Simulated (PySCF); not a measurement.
# A survey of $^{29}$Si NMR shifts

PySCF 2.14.0 with density-fitted response routines calculation with GFN2-xTB structure and shieldings: GIAO PBE0/pcSseg-1; non-relativistic Hamiltonian, rapidly exchanging positions averaged, no solvent, a single conformation.

Shieldings were converted by a linear fit to measured shifts: $^{29}$Si (scatter 8.9 ppm rms, 25.8 ppm with the 6 outliers that the fit left out vs TMS, solution or neat liquid). A few per cent of atoms miss by over 2 rms, more outside the fitted compound classes.

**Question.** Order these by $^{29}$Si shift, lowest first.
A. C[C@@H](C[SiH](F)F)C(F)(F)F
B. C[Si@@H]1C=CC=C1C1CC1
C. C=C[C@@]1(C#CC)[SiH2][C@@H]1C
D. C#C[SiH](CC=C)CC=C
E. Cc1ccc(C[SiH3])cc1

**Answer.** C (-85.9 ppm, silicon bonded to 2 C, 2 H, in a 3-membered ring), E (-58.8 ppm, silicon bonded to C, 3 H), D (-39.2 ppm, silicon bonded to 3 C, H), B (-23.8 ppm, silicon bonded to 3 C, H, in a 5-membered ring), A (-12.5 ppm, silicon bonded to C, 2 F, H).
